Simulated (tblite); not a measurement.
Input of a run (GFN2-xTB geometry optimisation, gas phase (tblite 0.8.0)), started from a force field or distance geometry:
```
{"job": {"kind": "relax", "xc": "GFN2-xTB", "basis": "xTB"}, "charge": 0, "multiplicity": 1}
N     -5.414500     0.020200     0.393100
C     -4.292000     0.074600     0.267700
C     -2.831000     0.116100     0.155300
C     -2.210500     1.242800    -0.374500
C     -0.829100     1.200400    -0.444400
C     -0.110900     0.098200    -0.039400
C      1.348100     0.173200    -0.175700
C      2.246400    -0.792800     0.177500
C      3.552600    -0.561900    -0.021200
C      3.907500     0.640500    -0.552500
S      2.219600     1.483300    -0.793600
C     -0.736400    -1.036900     0.489700
C     -2.119300    -0.988600     0.579400
H     -2.753500     2.102600    -0.696700
H     -0.350500     2.097400    -0.859900
H      1.873300    -1.759500     0.619600
H      4.332600    -1.306900     0.242400
H      4.914500     0.968200    -0.770000
H     -0.159400    -1.887800     0.815500
H     -2.592700    -1.872200     0.984700
```

Output (eV, eV/Å):
```
step      E/eV     max force
  0    -903.31182    4.462
  1    -903.56666    6.586
  2    -903.78024    4.699
  3    -903.98593    1.140
  4    -904.05061    0.891
  5    -904.10404    0.663
  6    -904.12326    0.459
  7    -904.14517    0.336
  8    -904.15472    0.322
  9    -904.16426    0.239
 10    -904.17084    0.229
 11    -904.17502    0.168
 12    -904.17737    0.124
 13    -904.17909    0.125
 14    -904.18047    0.111
 15    -904.18177    0.099
 16    -904.18300    0.107
 17    -904.18419    0.087
 18    -904.18521    0.073
 19    -904.18606    0.071
 20    -904.18689    0.068
 21    -904.18791    0.088
 22    -904.18923    0.111
 23    -904.19075    0.119
 24    -904.19226    0.102
 25    -904.19366    0.091
 26    -904.19482    0.069
 27    -904.19554    0.060
 28    -904.19588    0.046
 29    -904.19603    0.031
 30    -904.19612    0.032
 31    -904.19621    0.031
 32    -904.19632    0.032
 33    -904.19644    0.032
 34    -904.19657    0.024
 35    -904.19666    0.027
 36    -904.19674    0.025
 37    -904.19682    0.022
 38    -904.19689    0.019
 39    -904.19695    0.015
 40    -904.19699    0.015
 41    -904.19703    0.018
 42    -904.19707    0.017
 43    -904.19709    0.011
 44    -904.19710    0.009
```

Summarise the run.

The energy falls by 85.4 kJ/mol over 44 L-BFGS steps, the largest force on an atom goes from 4.46 to 0.009 eV/Å, and the atoms move by 0.115 Å rms after alignment. The bond that changes most is C10–S11 (aromatic CH next to a ring sulfur to thiophene-type sulfur), which shortens by 0.189 Å. Bonds longer at the end by more than 0.005 Å: 8 of 21; shorter: 9. Among the angles that change most is S11–C10–H18, from 131.8° to 119.3°. The energy never rose by more than 1e-5 eV on the way. The first step brought 29 % of the lowering.

What are the final bond lengths?

N1≡C2 1.147 Å, C2–C3 1.412 Å, C3–C4 1.396 Å, C4–C5 1.377 Å, C5–C6 1.399 Å, C6–C7 1.446 Å, C7–C8 1.372 Å, C8–C9 1.407 Å, C9–C10 1.359 Å, C10–S11 1.713 Å, C6–C12 1.400 Å, C12–C13 1.377 Å, C3–C13 1.397 Å, C7–S11 1.744 Å, C4–H14 1.080 Å, C5–H15 1.080 Å, C8–H16 1.075 Å, C9–H17 1.076 Å, C10–H18 1.072 Å, C12–H19 1.078 Å, C13–H20 1.080 Å. Numbering counts from 1 in the input's order; the species is `N#Cc1ccc(-c2cccs2)cc1`.

The run took 0.42 s of wall time on one thread of an Arm Neoverse V2, shared host.

Its lowest GFN2-xTB frequency is 11 cm⁻¹, too small to tell a flat minimum from a shallow saddle. One conformer, not necessarily the lowest.

The values belong to the conformer `[N:1]#[C:2][c:3]1[cH:4][cH:5][c:6](-[c:7]2[cH:8][cH:9][cH:10][s:11]2)[cH:12][cH:13]1`: C5–C6–C7–C8 180°.

The numbers are calculated, not measured.
